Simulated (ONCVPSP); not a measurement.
**Ranking ONCV potentials for Si**

All share these settings but for the change named:

Si, optimised norm-conserving Vanderbilt (ONCV), made with ONCVPSP 4.0.1 (PBE, scalar-relativistic). Core [He], reference 2s2 2p6 3s2 3p1 (charge +1). Waves: 2s+3s: rc 1.05 bohr, ncon 4, nbas 7, qcut 11.7 1/bohr, 2 projectors; 2p+3p: rc 0.90 bohr, ncon 4, nbas 8, qcut 15.6 1/bohr, 2 projectors. Local part: polynomial inside 0.75 bohr (lpopt 4, dvloc0 3 Ha). Core correction: Teter function, fcfact 1.75, rcfact 1.2.

Test errors are all-electron minus pseudo excitation energies from the reference, over 2s2 2p6 3s2 3p2; 2s2 2p6 3s2 3p0; 2s2 2p6 3s1 3p0; 2s2 2p6 3s1 3p3. None of these files shows a bound ghost.

The base gives 1.3 meV.

Of 10 variants that were run, those that failed, showed a ghost or another fault, or gave nearly equal values are left out.

A variant can come out equal or close to the base, since the largest error may sit in a test that the change hardly touches while other tests move.

Question: Rank these variants by their largest absolute test error, smallest first.
A. p: rc 1.06
B. p: rc 1.32
C. p: rc 1.24
D. p: rc 0.86
E. p: rc 1.16

Answer: D (1.3 meV), A (1.6 meV), E (2.0 meV), C (3.0 meV), B (4.5 meV).
